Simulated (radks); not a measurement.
The nuclear charge of neutral terbium is varied continuously with 65 electrons held in [Xe] 4f9 6s2. Method: scalar-relativistic Kohn-Sham, PBEsol, spin-polarised, spherical densities, finite nucleus; open shells are filled with parallel spins first (spin-orbit coupling, left out, can overturn this in heavy ions); Fermi nuclear charge, rms radius 5.06 fm; computed with a radial shooting solver on a logarithmic mesh with Libxc functionals. By the Hellmann-Feynman theorem dE/dZ = E(electron-nucleus)/Z, the electronic potential at the nucleus (averaged over a nucleus of fixed radius). The scalar-relativistic energy here is not variational (the density holds large components alone), so the two differ by a part that grows with Z.

\begin{tabular}{lrrrrr}
Z & E (hartree) & E(electron-nucleus)/Z (hartree) & HOMO & e(HOMO) (eV) & <r> HOMO (bohr) \\ \hline
65 & -11704.2547 & -440.101 & 4f & -0.955 & 0.9709 \\
65.2 & -11792.9971 & -442.102 & 4f & -3.512 & 0.9268 \\
65.4 & -11882.1454 & -444.100 & 6s & -6.112 & 3.853 \\
65.6 & -11971.6992 & -446.097 & 6s & -7.464 & 3.713 \\
65.8 & -12061.6583 & -448.093 & 6s & -8.885 & 3.588 \\
66 & -12152.0227 & -450.089 & 6s & -10.373 & 3.476 \\
\end{tabular}

 No converged solution with all levels bound was reached at Z = 64.8.
